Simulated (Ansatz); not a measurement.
## Abstraction of Cl: BCl3 + SbCl2 → BCl2 + SbCl3

Species: BCl3 (boron trichloride) `ClB(Cl)Cl`, singlet; SbCl2 `[Cl][Sb][Cl]`, doublet; BCl2 `Cl[B]Cl`, doublet; SbCl3 (antimony trichloride) `[Cl][Sb]([Cl])[Cl]`, singlet. A radical takes Cl: the energy is the difference in strength between the B–Cl bond broken and the Sb–Cl bond made.

Shapes, held fixed at every level: PBE0-D4/def2-TZVP. Programs: Ansatz 0.2.0. The zero-point and thermal change to 298 K, harmonic and unscaled (PBE0-D4/def2-TZVP), is -2.6 kJ/mol.

```tsv
level	kind	ΔH(298 K) (kJ/mol)	less CCSD(T)/def2-TZVPP
HF/def2-TZVPP	Hartree–Fock	+159.0	-11.8
PBE-D4/def2-TZVPP	GGA	+154.2	-16.6
B3LYP-D4/def2-TZVPP	global hybrid	+157.7	-13.1
PBE0-D4/def2-TZVPP	global hybrid	+161.5	-9.3
wB97M-V/def2-TZVPP	range-separated hybrid	+178.9	+8.1
CCSD(T)/def2-SVP	coupled cluster or CI	+196.9	+26.1
CCSD/def2-TZVPP	coupled cluster or CI	+172.4	+1.6
CCSD(T)/def2-TZVPP	coupled cluster or CI	+170.8	0.0
```

The highest level, CCSD(T)/def2-TZVPP, gives ΔH(298 K) = +170.8 kJ/mol; the levels span +154.2 to +196.9. The column of differences is taken from that level and isn't an error. No measured value is set beside it here. Open shells run unrestricted unless RO is named. For atoms past krypton def2 sets carry core potentials with scalar relativity. Correlated rows may include outer-core shells of Sb, which these sets cover unevenly.
